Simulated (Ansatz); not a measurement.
Consider the ligand exchange at the Sn–C bond: `C=C[CH2][SnH3]` + `CCS` → `CC[S][SnH3]` + propene.

Computed with Ansatz on PBE0-D4/def2-TZVP structures; ΔE is electronic, products minus reactants. CBS: MP2 limit from def2 TZ/QZ plus the TZ coupled-cluster correction, frozen cores. DFT in def2-TZVPP. B3LYP here is the variant with VWN-RPA as its local correlation; programs differ in this. Elements past krypton have def2 core potentials. For Sn outer-core shells are correlated without core-valence functions, which leaves a few kJ/mol of doubt a bond. Each species was taken in one conformer, which may not be the lowest.

`C=C[CH2][SnH3]`:

Cartesian coordinates in Å:
```
C 0.477 -1.865 -0.847
C -0.083 -1.173 0.140
C -0.895 0.055 -0.019
Sn 0.263 1.801 0.522
H 0.350 -1.576 -1.886
H 1.081 -2.742 -0.649
H 0.081 -1.507 1.164
H -1.774 0.049 0.629
H -1.226 0.193 -1.050
H 1.535 1.983 -0.602
H 0.913 1.583 2.088
H -0.723 3.199 0.511
```

`CCS`:

Z-matrix (Å, degrees):
```
C
C 1 1.514
H 1 1.094 2 110.6
H 1 1.091 2 111.0 3 120.4
H 1 1.093 2 111.0 3 -119.6
S 2 1.813 1 114.1 3 -177.2
H 2 1.092 1 111.5 3 58.7
H 2 1.093 1 110.8 3 -60.2
H 6 1.343 2 96.8 1 -62.2
```

`CC[S][SnH3]`:

Z-matrix (Å, degrees):
```
C
C 1 1.514
H 1 1.093 2 111.6
H 1 1.091 2 110.9 3 -120.1
H 1 1.094 2 110.4 3 119.6
S 2 1.824 1 114.5 3 64.8
H 2 1.092 1 111.4 3 -59.5
H 2 1.093 1 110.5 3 -178.2
Sn 6 2.396 2 100.7 1 -69.9
H 9 1.702 6 106.4 2 -161.2
H 9 1.709 6 111.7 2 78.5
H 9 1.709 6 107.2 2 -41.2
```

`C=CC`:

```xyz
9

C    -0.070    0.439   -1.312
C    -0.419    0.346   -0.037
C     0.268   -0.500    0.979
H     0.773   -0.119   -1.711
H    -0.611    1.074   -2.004
H    -1.271    0.924    0.316
H     0.645    0.109    1.807
H    -0.424   -1.227    1.417
H     1.108   -1.045    0.544
```

```csv
level,ΔE (kJ/mol),difference from CCSD(T)/CBS
PBE-D4,-73.8,0.3
PBE0-D4,-75.5,-1.4
ωB97X-V,-74.2,-0.1
ωB97M-V,-74.0,0.1
B2PLYP,-72.9,1.2
r2SCAN,-75.5,-1.4
PBE0,-74.3,-0.2
B3LYP,-73.4,0.7
HF/def2-TZVPP,-80.0,-5.9
MP2/def2-TZVPP,-69.6,4.5
SCS-MP2/def2-TZVPP,-69.9,4.2
CCSD/def2-TZVPP,-69.1,5.0
HF/def2-QZVPP,-80.1,-6.0
MP2/def2-QZVPP,-72.7,1.4
HF/CBS(def2),-80.2,-6.1
CCSD/CBS(def2),-74.3,-0.2
CCSD(T)/CBS,-74.1,0
```

Largest T1 diagnostic among the species: 0.012.

In def2-TZVPP, CCSD(T) changes the Hartree–Fock value by +11.1 kJ/mol (the triples alone add +0.2 kJ/mol) and MP2 by +10.4 kJ/mol.
